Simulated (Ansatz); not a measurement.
C₂H₉NSn, SMILES C[CH2][SnH2][NH2].

Geometry optimised at r2SCAN-D4/def2-SVP. The structure was generated by enumeration; whether it is a known compound was not checked. The def2 effective core potentials stand for the cores of Sn; spin–orbit coupling is left out. The values are those of a single conformer.

Two levels are set side by side: PBE/def2-SVPD (Ansatz, a first-principles code) and PBE0/def2-SVPD (Ansatz). Energy differences of separate SCF runs at the same geometry; the states with an electron removed or added have multiplicity 2 and 2. Differences are taken from unrounded values.

```
quantity                           PBE0
---------------------------------  ----
vertical ionisation energy (eV)    9.07
vertical singlet–triplet gap (eV)  5.23
```

### Question
What does PBE give, and how far is it from PBE0? (An estimate is asked for; the answer gives what the named calculation found.)

### Answer

```csv
quantity,PBE,PBE minus PBE0
vertical ionisation energy (eV),8.76,-0.30
vertical singlet–triplet gap (eV),5.01,-0.22
```
